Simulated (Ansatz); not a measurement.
The cluster Ge₂Sb. Charge 0, multiplicity 4. Geometry PBE0-D4/def2-TZVP; atoms count from 1.

```tsv
atom	x (Å)	y (Å)	z (Å)
Sb1	-0.663	-1.349	0.704
Ge2	0.785	0.018	-1.177
Ge3	-0.122	1.331	0.472
```

In the def2 sets Sb takes a core potential; there is no spin–orbit coupling. At PBE0-D4/def2-TZVP a doublet of charge 0 lies 1.23 eV below the quartet, each at its own geometry. The structure comes from a short search, and lower isomers may exist.

Question: Estimate the Mulliken populations from the PBE0/def2-TZVP orbitals of Ansatz.

Answer: 
| atom | charge (e) | spin (α − β) |
| --- | --- | --- |
| Sb1 | -0.05 | 1.44 |
| Ge2 | 0.03 | 0.77 |
| Ge3 | 0.03 | 0.78 |
Mulliken values depend strongly on the basis.

Question: Where does the spin sit?

Answer: Summed by element: Sb 1.44, Ge 1.56, of 3 unpaired in all. Largest on single atoms: Sb1 1.44, Ge3 0.78, Ge2 0.77.

Question: And the Mayer bond orders between heavy atoms (over 0.3)?

Answer: Sb1–Ge2 0.96 (2.74 Å); Sb1–Ge3 0.96 (2.74 Å); Ge2–Ge3 1.67 (2.29 Å).
